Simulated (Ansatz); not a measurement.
The cluster Ag₈Te₄⁺. Charge 1, multiplicity 2. Geometry PBE-D4/def2-SVP.

```xyz
12

Ag    0.4265    0.6887   -1.8561
Ag    1.5709    3.0042   -0.5051
Ag    1.4198    0.6951    1.2697
Ag   -2.7227   -0.1345    0.8656
Ag   -0.9881    1.9981    0.3118
Ag    1.8062   -1.5798   -0.5699
Ag   -1.2429   -1.6550   -1.1079
Ag   -0.3727   -1.6508    1.6232
Te   -2.3551    0.7536   -1.8238
Te   -0.8711    0.7585    2.8475
Te    3.0934    0.8146   -0.9824
Te    0.2358   -3.6927   -0.0727
```

In the def2 sets Ag, Te take a core potential; there is no spin–orbit coupling. Single mean-field runs in def2-TZVP are fitted with def2-universal-jkfit. The structure comes from a short search, and lower isomers may exist.

Estimate the α-spin orbital energies around the gap (eV) in Ansatz with PBE-D4/def2-SVP, PBE-D4/def2-TZVP, r2SCAN-D4/def2-TZVP, PBE0-D4/def2-SVP, BHLYP-D4/def2-TZVP.


| orbital | PBE-D4/def2-SVP | PBE-D4/def2-TZVP | r2SCAN-D4/def2-TZVP | PBE0-D4/def2-SVP | BHLYP-D4/def2-TZVP |
| --- | --- | --- | --- | --- | --- |
| HOMO−9 | -10.30 | -10.25 | -10.47 | -11.36 | -12.20 |
| HOMO−8 | -9.78 | -9.73 | -9.92 | -10.79 | -11.98 |
| HOMO−7 | -9.66 | -9.61 | -9.78 | -10.59 | -11.41 |
| HOMO−6 | -9.59 | -9.56 | -9.75 | -10.48 | -11.27 |
| HOMO−5 | -9.53 | -9.49 | -9.65 | -10.40 | -11.05 |
| HOMO−4 | -9.46 | -9.42 | -9.62 | -10.35 | -10.99 |
| HOMO−3 | -9.35 | -9.32 | -9.48 | -10.29 | -10.81 |
| HOMO−2 | -9.14 | -9.10 | -9.32 | -10.16 | -10.73 |
| HOMO−1 | -9.01 | -8.97 | -9.14 | -9.97 | -10.55 |
| HOMO | -8.93 | -8.89 | -9.11 | -9.81 | -9.96 |
| LUMO | -7.55 | -7.53 | -7.47 | -6.93 | -6.06 |
| LUMO+1 | -6.32 | -6.31 | -6.16 | -5.52 | -4.58 |
| LUMO+2 | -5.87 | -5.87 | -5.67 | -5.09 | -4.30 |
| LUMO+3 | -5.63 | -5.65 | -5.47 | -4.89 | -4.04 |
| LUMO+4 | -5.55 | -5.56 | -5.39 | -4.77 | -4.00 |
| LUMO+5 | -5.29 | -5.35 | -5.16 | -4.64 | -3.84 |
| β HOMO | -8.92 | -8.88 | -8.96 | -9.45 | -9.92 |
| β LUMO | -8.68 | -8.64 | -8.70 | -8.43 | -7.65 |
